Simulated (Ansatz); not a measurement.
Relaxation of the cluster MoS₂⁺ with UKS PBE-D4/def2-TZVP.

```sh
$ ansatz run in.yaml --threads 4 --pin off --events-out ev --progress --plain --max-ram 3916MiB
```

```yaml
crystal:
  periodic: [false, false, false]
  atoms:
    - {symbol: Mo, position_ang: [-1.487420, 0.744550, -0.020150]}
    - {symbol: S, position_ang: [1.475430, 0.329450, 0.048980]}
    - {symbol: S, position_ang: [0.011990, -1.073990, -0.028830]}
basis:
  gaussian: {orbitals: def2-TZVP}
total_charge: 1
magnetization: {spin_polarized: true, initial_magnetization: 1}
hamiltonian: {xc: pbe, dispersion: d4}
scf: {lower_state_search: "off"}
output: {orbitals: {seedname: orbitals}}
relax: {f_tol: 0.02, max_steps: 100}
```

It took 7.5 s on 4 threads of Arm Neoverse V1 on a shared host.

Positions (Å) and forces (eV/Å) at steps 1, 2, 3, 4, 6 of 6:

```xyz
3
step=1 energy=-23509.7738 eV
Mo   -1.487    0.745   -0.020    2.467   -1.370    0.030
S     1.475    0.329    0.049   -2.006   -0.262   -0.062
S     0.012   -1.074   -0.029   -0.461    1.633    0.032
3
step=2 energy=-23510.5213 eV
Mo   -1.296    0.713   -0.016    1.779   -0.394    0.038
S     1.310    0.377    0.046   -1.201    0.711   -0.013
S    -0.014   -1.090   -0.030   -0.578   -0.317   -0.024
3
step=3 energy=-23510.9248 eV
Mo   -1.106    0.717   -0.011   -0.646    0.927    0.008
S     1.135    0.448    0.043    0.485    0.484    0.026
S    -0.029   -1.165   -0.032    0.161   -1.411   -0.034
3
step=4 energy=-23510.9703 eV
Mo   -1.110    0.754   -0.010    0.074   -0.050    0.001
S     1.119    0.454    0.043    0.084    0.205    0.008
S    -0.009   -1.208   -0.033   -0.159   -0.156   -0.009
3
step=6 energy=-23510.9721 eV
Mo   -1.106    0.751   -0.010    0.000    0.000    0.000
S     1.121    0.461    0.043    0.000   -0.001    0.000
S    -0.015   -1.212   -0.033    0.000    0.001    0.000
```

In the def2 sets Mo takes a core potential; there is no spin–orbit coupling. The charge 1 doublet is spin-contaminated (final ⟨S²⟩ up to 1.77, 0.75 for a pure state). Another isomer (doublet) lies 0.83 eV lower at PBE0-D4/def2-TZVP; other spin states weren't run for this one.
